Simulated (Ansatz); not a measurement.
# Scan of the H8–Si3–C2 angle

C₂H₆OSi (SMILES C=C[SiH2]O), closed shell, at its PBE0-D4/def2-TZVP minimum:

C1  (0.469, 1.339, -0.819)
C2  (0.221, 0.866, 0.400)
Si3  (-0.462, -0.834, 0.701)
O4  (-0.545, -1.705, -0.698)
H5  (0.269, 0.747, -1.708)
H6  (0.873, 2.334, -0.986)
H7  (0.435, 1.507, 1.255)
H8  (0.393, -1.521, 1.711)
H9  (-1.852, -0.766, 1.215)
H10  (0.281, -2.019, -1.068)
(Å)

The angle H8–Si3–C2 (108.7° at the minimum) is set to the values below, H8, with anything bonded beyond it, turning rigidly in the plane of the angle. Each method's energies count from its own value at the PBE0-D4 minimum structure. Program: Ansatz 0.2.0. Basis: def2-TZVPP. Cores are frozen in the correlated methods. B3LYP uses VWN-RPA correlation.

```
angle (°)  CCSD(T) (kJ/mol)  PBE-D4 (kJ/mol)  r2SCAN-D4 (kJ/mol)  PBE0-D4 (kJ/mol)
     90.7              26.2             23.6                25.1              25.1
     95.2              14.6             13.1                14.0              13.9
     99.7               6.4              5.7                 6.1               6.1
    104.2               1.6              1.4                 1.5               1.5
    108.7               0.0              0.0                 0.0               0.0
    113.2               1.6              1.5                 1.5               1.5
    117.7               6.2              5.7                 6.0               5.9
    122.2              13.8             12.7                13.3              13.3
    126.7              24.3             22.4                23.5              23.5
```

Largest difference from the CCSD(T) curve over the scan: B3LYP-D4 0.6; wB97M-V 0.8; HF 4.5; MP2 0.8 kJ/mol. Each curve counts from its own value at the minimum.

No T1 diagnostic of these runs exceeds 0.012.

For scale, one of the runs: CCSD(T)/def2-TZVPP, 219 basis functions (an equivalent command: `ansatz run in.yaml --threads 4`). The run took 49 s on 4 CPU threads (shared host), with 3.4 GiB of host memory at its peak.
